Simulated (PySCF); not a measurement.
# Correlation energy of Ru⁺ (ruthenium, charge +1)

[Kr] 4d6 5p1, one real determinant (an excited configuration). Calculation: PySCF 2.14, in x2c-TZVPPall; the spin-free X2C one-electron Hamiltonian (Gaussian nucleus). Frozen: [Ar] 3d10; 15 electrons correlated.

```json
{"level": "CCSD", "correlation energy (mhartree)": "-417.47"}
{"level": "(T)", "correlation energy (mhartree)": "-10.84"}
{"level": "CCSD(T)", "correlation energy (mhartree)": "-428.31"}
```

Diagnostics: T1 = 0.0096, D1 = 0.0479, largest double amplitude 0.044.

Task: Is a single reference adequate?

Result: Yes, within this model without spin-orbit coupling: T1 lies below 0.03 and no double amplitude reaches 0.07.

The basis was made for the ground configuration and has no added diffuse functions, which can raise the energy of the promoted electron.

The reference is one real determinant that mixes LS terms of this configuration.

This basis was not built for core-valence correlation, so the inner-shell part is incomplete.
